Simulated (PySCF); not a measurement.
# Correlation energy of Se⁺ (selenium, charge +1)

[Ar] 3d10 4s2 4p3, high-spin 4S determinant. All numbers are calculated (PySCF 2.14, the spin-free X2C one-electron Hamiltonian (Gaussian nucleus), in aug-cc-pVDZ-DK (6s5p3d, 36 functions)). Frozen: [Ar] 3d10; 5 electrons correlated.

MP2 pair energies summed by pair of shells (mhartree):

```tsv
pair	energy	share (%)
4s-4p	-37.36	65.1
4p-4p	-13.53	23.6
4s-4s	-6.49	11.3
```

Total MP2 correlation energy: -57.38 mhartree.

Same-spin part -15.49 and opposite-spin part -41.89 mhartree; SCS-MP2 scales them by 1/3 and 6/5 to -55.43 mhartree.

```csv
level,correlation energy (mhartree)
CCSD,-72.14
(T),-0.82
CCSD(T),-72.96
```

Diagnostics: T1 = 0.0017, D1 = 0.0031, largest double amplitude 0.046.

Cost of the coupled-cluster step: 0.2 s of wall time on 1 thread of Intel(R) Xeon(R) Platinum 8259CL CPU @ 2.50GHz (shared host), for 5 correlated electrons.

Iterations:

```
CC2 = 0
CCSD nocc = (np.int64(4), np.int64(1)), nmo = (22, 22)
frozen orbitals [[0, 1, 2, 3, 4, 5, 6, 7, 8, 9, 10, 11, 12, 13], [0, 1, 2, 3, 4, 5, 6, 7, 8, 9, 10, 11, 12, 13]]
max_cycle = 100
direct = 0
conv_tol = 1e-08
conv_tol_normt = 1e-06
diis_space = 8
diis_start_cycle = 0
Init t2, MP2 energy = -0.0573835321005343
Init E_corr(UCCSD) = -0.0573835321352675
cycle = 1  E_corr(UCCSD) = -0.0689418282325654  dE = -0.0115582961  norm(t1,t2) = 0.0364872
cycle = 2  E_corr(UCCSD) = -0.0713368915419445  dE = -0.00239506331  norm(t1,t2) = 0.00965577
cycle = 3  E_corr(UCCSD) = -0.0721595169200282  dE = -0.000822625378  norm(t1,t2) = 0.00321275
cycle = 4  E_corr(UCCSD) = -0.0721417842777742  dE = 1.77326423e-05  norm(t1,t2) = 0.000418307
cycle = 5  E_corr(UCCSD) = -0.072142207284413  dE = -4.23006639e-07  norm(t1,t2) = 4.83071e-05
cycle = 6  E_corr(UCCSD) = -0.0721418740159125  dE = 3.33268501e-07  norm(t1,t2) = 9.82056e-06
cycle = 7  E_corr(UCCSD) = -0.0721420854710357  dE = -2.11455123e-07  norm(t1,t2) = 1.61486e-06
cycle = 8  E_corr(UCCSD) = -0.0721420164356259  dE = 6.90354098e-08  norm(t1,t2) = 2.1998e-07
cycle = 9  E_corr(UCCSD) = -0.072142020738078  dE = -4.30245213e-09  norm(t1,t2) = 3.90687e-08
UCCSD converged
E(UCCSD) = -2427.719952180349  E_corr = -0.07214202073807802
UCCSD(T) correction = -0.000822048172903649
```
